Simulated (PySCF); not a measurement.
PySCF input for B(CCH)(Cl)2 (C₂HBCl₂), SMILES C#CB(Cl)Cl, PBE-D3(BJ)/def2-SVP. 

```python
import numpy as np
from pyscf import gto, scf, dft
from pyscf.geomopt import geometric_solver

mol = gto.M(
    atom='''
    B     0.00000000    0.00000000    0.00467529
    C    -0.00000000   -0.00000001    1.51437177
    C     0.00000000   -0.00000001    2.71902653
    H    -0.00000001   -0.00000002    3.77093199
    Cl   -0.00000000    1.48859668   -0.85866759
    Cl   -0.00000000   -1.48859667   -0.85866760
    ''',
    basis='def2-SVP',
    charge=0,
    spin=0,
    max_memory=1600,
    verbose=3,
)
mf = dft.RKS(mol, xc='pbe').density_fit(auxbasis='def2-universal-jkfit')
mf.disp = 'd3bj'
mf.grids.level = 3
mf.conv_tol = 1e-9
mf.max_cycle = 100
mf.kernel()
grad = mf.nuc_grad_method()
grad.grid_response = mol.nao <= 150
conv, mol_eq = geometric_solver.kernel(grad, convergence_set='GAU_TIGHT', maxsteps=100)
print(mol_eq.tostring(format='xyz'))
mf.reset(mol_eq)
mf.kernel()
```

It prints:

```
converged SCF energy = -1021.21156118449
[banner and settings of the optimiser left out]
Geometry optimization cycle 1
Cartesian coordinates (Angstrom)
 Atom        New coordinates             dX        dY        dZ
   B   0.000000   0.000000   0.004675    0.000000  0.000000  0.000000
   C   0.000000  -0.000000   1.514372    0.000000  0.000000  0.000000
   C   0.000000  -0.000000   2.719027    0.000000  0.000000  0.000000
   H  -0.000000  -0.000000   3.770932    0.000000  0.000000  0.000000
  Cl   0.000000   1.488597  -0.858668    0.000000  0.000000  0.000000
  Cl   0.000000  -1.488597  -0.858668    0.000000  0.000000  0.000000

WARN: Mole.unit (angstrom) is changed to Bohr

converged SCF energy = -1021.21156118386
--------------- DFRKS_Scanner gradients ---------------
         x                y                z
0 B    -0.0000000001    -0.0000000010    -0.0134386961
1 C    -0.0000000002    -0.0000000008     0.0432199488
2 C     0.0000000004     0.0000000004    -0.0255849510
3 H    -0.0000000001     0.0000000000    -0.0244044340
4 Cl     0.0000000000    -0.0179736818     0.0101040654
5 Cl     0.0000000000     0.0179736833     0.0101040669
----------------------------------------------
cycle 1: E = -1021.21156118  dE = -1021.21  norm(grad) = 0.0644129
Step    0 : Gradient = 2.630e-02/4.322e-02 (rms/max) Energy = -1021.2115611839
Hessian Eigenvalues: 4.50000e-02 5.00000e-02 5.00000e-02 ... 3.34948e-01 3.96139e-01 1.02519e+00

Geometry optimization cycle 2
Cartesian coordinates (Angstrom)
 Atom        New coordinates             dX        dY        dZ
   B   0.000000  -0.001162  -0.010531    0.000000 -0.001162 -0.015206
   C  -0.000000  -0.000249   1.510581   -0.000000 -0.000249 -0.003791
   C  -0.000000   0.000489   2.741039   -0.000000  0.000489  0.022012
   H  -0.000000   0.001140   3.825544    0.000000  0.001140  0.054612
  Cl   0.000000   1.518246  -0.885657    0.000000  0.029649 -0.026990
  Cl   0.000000  -1.518463  -0.889305    0.000000 -0.029866 -0.030638
converged SCF energy = -1021.21482364102
--------------- DFRKS_Scanner gradients ---------------
         x                y                z
0 B     0.0000000001    -0.0001224357    -0.0062281481
1 C    -0.0000000002     0.0001837639     0.0011121044
2 C     0.0000000003     0.0000012812     0.0001938742
3 H    -0.0000000002    -0.0000078485     0.0014354862
4 Cl    -0.0000000000    -0.0018617026     0.0018380932
5 Cl    -0.0000000000     0.0018069416     0.0016485901
----------------------------------------------
cycle 2: E = -1021.21482364  dE = -0.00326246  norm(grad) = 0.00741627
Step    1 : Displace = 3.453e-02/5.462e-02 (rms/max) Trust = 1.000e-01 (=) Grad = 3.028e-03/6.229e-03 (rms/max) E (change) = -1021.2148236410 (-3.262e-03) Quality = 0.984
Hessian Eigenvalues: 4.50000e-02 5.00000e-02 5.00000e-02 ... 3.34957e-01 4.09714e-01 1.05652e+00

Geometry optimization cycle 3
Cartesian coordinates (Angstrom)
 Atom        New coordinates             dX        dY        dZ
   B  -0.000000   0.002847  -0.004888   -0.000000  0.004008  0.005643
   C  -0.000000   0.000478   1.511704   -0.000000  0.000728  0.001124
   C  -0.000000  -0.001272   2.741659   -0.000000 -0.001761  0.000620
   H  -0.000000  -0.002695   3.824666    0.000000 -0.003834 -0.000879
  Cl   0.000000   1.518551  -0.895287    0.000000  0.000306 -0.009629
  Cl   0.000000  -1.517909  -0.886184    0.000000  0.000554  0.003121
converged SCF energy = -1021.21487540346
--------------- DFRKS_Scanner gradients ---------------
         x                y                z
0 B    -0.0000000003     0.0002484399    -0.0015439355
1 C     0.0000000000    -0.0004685075     0.0000831225
2 C     0.0000000002    -0.0000063953     0.0003175228
3 H    -0.0000000001     0.0000255985     0.0003203019
4 Cl     0.0000000001    -0.0003979528     0.0001471668
5 Cl     0.0000000001     0.0005988172     0.0006758214
----------------------------------------------
cycle 3: E = -1021.2148754  dE = -5.17624e-05  norm(grad) = 0.00196757
Step    2 : Displace = 5.347e-03/9.624e-03 (rms/max) Trust = 1.414e-01 (+) Grad = 8.033e-04/1.564e-03 (rms/max) E (change) = -1021.2148754035 (-5.176e-05) Quality = 1.151
Hessian Eigenvalues: 4.50000e-02 5.00000e-02 5.00000e-02 ... 3.48404e-01 4.07673e-01 1.03852e+00

Geometry optimization cycle 4
Cartesian coordinates (Angstrom)
 Atom        New coordinates             dX        dY        dZ
   B   0.000000  -0.000316  -0.003293    0.000000 -0.003163  0.001595
   C   0.000000   0.000244   1.511257    0.000000 -0.000234 -0.000447
   C  -0.000000   0.000331   2.740816   -0.000000  0.001603 -0.000843
   H  -0.000000   0.000127   3.823185   -0.000000  0.002822 -0.001481
  Cl  -0.000000   1.519634  -0.889378   -0.000000  0.001083  0.005908
  Cl  -0.000000  -1.520020  -0.890916   -0.000000 -0.002111 -0.004732
converged SCF energy = -1021.21488057166
--------------- DFRKS_Scanner gradients ---------------
         x                y                z
0 B     0.0000000011     0.0001021785     0.0002339751
1 C    -0.0000000005     0.0001086080    -0.0001677525
2 C     0.0000000001     0.0000075803    -0.0000008166
3 H    -0.0000000000    -0.0000137320    -0.0001537685
4 Cl    -0.0000000003     0.0001665225     0.0001478482
5 Cl    -0.0000000003    -0.0003711573    -0.0000594857
----------------------------------------------
cycle 4: E = -1021.21488057  dE = -5.1682e-06  norm(grad) = 0.000565595
Step    3 : Displace = 3.855e-03/5.975e-03 (rms/max) Trust = 2.000e-01 (+) Grad = 2.309e-04/3.759e-04 (rms/max) E (change) = -1021.2148805717 (-5.168e-06) Quality = 0.693
Hessian Eigenvalues: 4.50000e-02 4.99999e-02 5.00000e-02 ... 4.07318e-01 4.27370e-01 1.04373e+00

Geometry optimization cycle 5
Cartesian coordinates (Angstrom)
 Atom        New coordinates             dX        dY        dZ
   B  -0.000000   0.000421  -0.003164   -0.000000  0.000738  0.000129
   C  -0.000000   0.000288   1.511848   -0.000000  0.000044  0.000591
   C  -0.000000  -0.000071   2.741462    0.000000 -0.000401  0.000646
   H  -0.000000  -0.000552   3.824006    0.000000 -0.000679  0.000822
  Cl   0.000000   1.518717  -0.891757    0.000000 -0.000917 -0.002379
  Cl   0.000000  -1.518804  -0.890724    0.000000  0.001216  0.000192
converged SCF energy = -1021.21488165659
--------------- DFRKS_Scanner gradients ---------------
         x                y                z
0 B    -0.0000000020     0.0001100439     0.0000278173
1 C     0.0000000007    -0.0000302942     0.0000008837
2 C     0.0000000001     0.0000035519    -0.0000082269
3 H    -0.0000000001    -0.0000038477    -0.0000234538
4 Cl     0.0000000006     0.0000076892     0.0000077614
5 Cl     0.0000000006    -0.0000871430    -0.0000047817
----------------------------------------------
cycle 5: E = -1021.21488166  dE = -1.08493e-06  norm(grad) = 0.000148941
Step    4 : Displace = 1.332e-03/2.549e-03 (rms/max) Trust = 2.000e-01 (=) Grad = 6.080e-05/1.135e-04 (rms/max) E (change) = -1021.2148816566 (-1.085e-06) Quality = 1.067
Hessian Eigenvalues: 4.50000e-02 4.99999e-02 5.00000e-02 ... 4.04092e-01 4.57228e-01 1.03930e+00

Geometry optimization cycle 6
Cartesian coordinates (Angstrom)
 Atom        New coordinates             dX        dY        dZ
   B   0.000000   0.000207  -0.003154    0.000000 -0.000215  0.000010
   C   0.000000   0.000186   1.511914    0.000000 -0.000103  0.000066
   C  -0.000000  -0.000030   2.741543   -0.000000  0.000040  0.000081
   H  -0.000000  -0.000323   3.824117   -0.000000  0.000229  0.000111
  Cl  -0.000000   1.518576  -0.891618   -0.000000 -0.000141  0.000139
  Cl  -0.000000  -1.518615  -0.891132   -0.000000  0.000189 -0.000407
converged SCF energy = -1021.21488170369
--------------- DFRKS_Scanner gradients ---------------
         x                y                z
0 B     0.0000000061     0.0000531238    -0.0000086934
1 C    -0.0000000024    -0.0000083546     0.0000041830
2 C    -0.0000000001     0.0000018931    -0.0000000526
3 H     0.0000000001    -0.0000031160    -0.0000014521
4 Cl    -0.0000000019    -0.0000166677     0.0000092683
5 Cl    -0.0000000019    -0.0000268786    -0.0000032532
----------------------------------------------
cycle 6: E = -1021.2148817  dE = -4.71013e-08  norm(grad) = 6.40092e-05
Step    5 : Displace = 2.499e-04/4.452e-04 (rms/max) Trust = 2.828e-01 (+) Grad = 2.613e-05/5.383e-05 (rms/max) E (change) = -1021.2148817037 (-4.710e-08) Quality = 1.287
Hessian Eigenvalues: 4.50000e-02 4.99983e-02 5.00000e-02 ... 4.07880e-01 4.53069e-01 1.04377e+00

Geometry optimization cycle 7
Cartesian coordinates (Angstrom)
 Atom        New coordinates             dX        dY        dZ
   B  -0.000000   0.000052  -0.003134   -0.000000 -0.000155  0.000021
   C  -0.000000   0.000085   1.511932   -0.000000 -0.000101  0.000018
   C  -0.000000  -0.000015   2.741562    0.000000  0.000016  0.000019
   H   0.000000  -0.000135   3.824141    0.000000  0.000188  0.000024
  Cl   0.000000   1.518558  -0.891464    0.000000 -0.000019  0.000154
  Cl   0.000000  -1.518544  -0.891367    0.000000  0.000071 -0.000235
converged SCF energy = -1021.21488170808
--------------- DFRKS_Scanner gradients ---------------
         x                y                z
0 B    -0.0000000260     0.0000047563    -0.0000050592
1 C     0.0000000102     0.0000045784     0.0000065837
2 C     0.0000000005    -0.0000000263     0.0000109702
3 H    -0.0000000007    -0.0000017616    -0.0000085443
4 Cl     0.0000000080    -0.0000030573     0.0000003579
5 Cl     0.0000000080    -0.0000044894    -0.0000043083
----------------------------------------------
cycle 7: E = -1021.21488171  dE = -4.3832e-09  norm(grad) = 1.8899e-05
Step    6 : Displace = 1.610e-04/2.434e-04 (rms/max) Trust = 3.000e-01 (+) Grad = 7.715e-06/1.097e-05 (rms/max) E (change) = -1021.2148817081 (-4.383e-09) Quality = 0.620
Hessian Eigenvalues: 4.50000e-02 5.00000e-02 5.00000e-02 ... 4.14196e-01 4.54601e-01 1.04474e+00

Geometry optimization cycle 8
Cartesian coordinates (Angstrom)
 Atom        New coordinates             dX        dY        dZ
   B   0.000000   0.000023  -0.003131    0.000001 -0.000029  0.000003
   C   0.000000   0.000042   1.511920    0.000000 -0.000043 -0.000012
   C  -0.000000  -0.000020   2.741549   -0.000000 -0.000006 -0.000013
   H  -0.000000  -0.000076   3.824142   -0.000000  0.000060  0.000001
  Cl  -0.000000   1.518565  -0.891415   -0.000000  0.000007  0.000049
  Cl  -0.000000  -1.518534  -0.891394   -0.000000  0.000010 -0.000027
converged SCF energy = -1021.21488171142
--------------- DFRKS_Scanner gradients ---------------
         x                y                z
0 B     0.0000000795    -0.0000017315     0.0000017702
1 C    -0.0000000314     0.0000038830    -0.0000058038
2 C    -0.0000000013    -0.0000007856    -0.0000121619
3 H     0.0000000023    -0.0000006157     0.0000119321
4 Cl    -0.0000000246    -0.0000054646     0.0000028457
5 Cl    -0.0000000246     0.0000047144     0.0000014178
----------------------------------------------
cycle 8: E = -1021.21488171  dE = -3.34251e-09  norm(grad) = 2.02084e-05
Step    7 : Displace = 4.067e-05/5.790e-05 (rms/max) Trust = 3.000e-01 (=) Grad = 8.250e-06/1.219e-05 (rms/max) E (change) = -1021.2148817114 (-3.343e-09) Quality = 5.731
Hessian Eigenvalues: 4.50044e-02 4.99789e-02 5.00000e-02 ... 4.53701e-01 7.27068e-01 1.04527e+00

Geometry optimization cycle 9
Cartesian coordinates (Angstrom)
 Atom        New coordinates             dX        dY        dZ
   B  -0.000001   0.000018  -0.003132   -0.000001 -0.000005 -0.000001
   C  -0.000000   0.000022   1.511921   -0.000001 -0.000020  0.000002
   C   0.000000  -0.000025   2.741550    0.000000 -0.000004  0.000002
   H   0.000000  -0.000053   3.824136    0.000000  0.000022 -0.000006
  Cl   0.000000   1.518577  -0.891404    0.000001  0.000012  0.000011
  Cl   0.000000  -1.518539  -0.891400    0.000001 -0.000005 -0.000006
converged SCF energy = -1021.21488171179
--------------- DFRKS_Scanner gradients ---------------
         x                y                z
0 B    -0.0000001120    -0.0000026629     0.0000017950
1 C     0.0000000441     0.0000023252    -0.0000041213
2 C     0.0000000020    -0.0000010254    -0.0000073071
3 H    -0.0000000032    -0.0000000403     0.0000068155
4 Cl     0.0000000346    -0.0000017267     0.0000011858
5 Cl     0.0000000346     0.0000031302     0.0000016322
----------------------------------------------
cycle 9: E = -1021.21488171  dE = -3.68686e-10  norm(grad) = 1.22667e-05
Step    8 : Displace = 1.471e-05/2.192e-05 (rms/max) Trust = 3.000e-01 (=) Grad = 5.008e-06/7.379e-06 (rms/max) E (change) = -1021.2148817118 (-3.687e-10) Quality = 1.541
Hessian Eigenvalues: 4.50044e-02 4.99789e-02 5.00000e-02 ... 4.53701e-01 7.27068e-01 1.04527e+00
Converged! =D

6
XYZ from PySCF
B          -0.00000068        0.00001797       -0.00313235
C          -0.00000030        0.00002228        1.51192147
C           0.00000000       -0.00002479        2.74155023
H           0.00000026       -0.00005314        3.82413594
Cl          0.00000035        1.51857700       -0.89140446
Cl          0.00000035       -1.51853935       -0.89140043
converged SCF energy = -1021.21488171162
```

The run converged.
